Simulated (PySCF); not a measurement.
The same groups moved round the core (silole mercapto). Isolated molecules, 0 K electronic values unless said otherwise. One relaxed conformer stands for each flexible species; it need not be the lowest. Strings in code marks are SMILES.

The T1 excitation (TDA) from two functionals at the same geometries (PBE0-D3(BJ)/def2-TZVP), both in PySCF: PBE-D3(BJ)/def2-TZVP and PBE0-D3(BJ)/def2-TZVP. Excitations are Tamm–Dancoff values on a coarser integration grid. The basis has no diffuse functions, so Rydberg states are missing or too high.

```
species                                    PBE-D3(BJ)/def2-TZVP (eV)
-----------------------------------------  -------------------------
`C1=C([SiH2]C=C1)S` (H–S–C–Si torsion 0°)                       2.23
`SC1=C[SiH2]C=C1` (H–S–C–C torsion 180°)                        2.50
`S[SiH]1C=CC=C1` (H–S–Si–C torsion 54°)                         2.58
```

What does PBE0-D3(BJ)/def2-TZVP give for each?


- `C1=C([SiH2]C=C1)S` (H–S–C–Si torsion 0°): 2.26
- `SC1=C[SiH2]C=C1` (H–S–C–C torsion 180°): 2.57
- `S[SiH]1C=CC=C1` (H–S–Si–C torsion 54°): 2.56
Over these rows, drawn at random from the members with no instability flagged (it was tested for open shells, ions and some series alone), PBE minus PBE0-D3(BJ): mean -0.02 eV, from -0.06 eV to +0.02 eV.
